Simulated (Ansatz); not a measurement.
`[NH2][GeH]([OH])[CH2]Cl`, charge 0, multiplicity 1.

Q: Give a relaxed structure at PBE0-D4/def2-TZVP (the Gaussian-basis code of Ansatz). (Estimate.)

A: The calculation gave: 
Cartesian coordinates in Å:
```
N -0.199 1.736 0.288
Ge 0.172 -0.030 0.571
O -1.213 -0.730 1.441
C 0.248 -1.147 -1.037
Cl 1.569 -0.579 -2.091
H 0.611 2.323 0.150
H -0.878 1.933 -0.433
H 1.478 -0.098 1.379
H -1.543 -0.134 2.118
H 0.439 -2.190 -0.788
H -0.684 -1.084 -1.598
```
This is one stationary point; other conformers may exist.
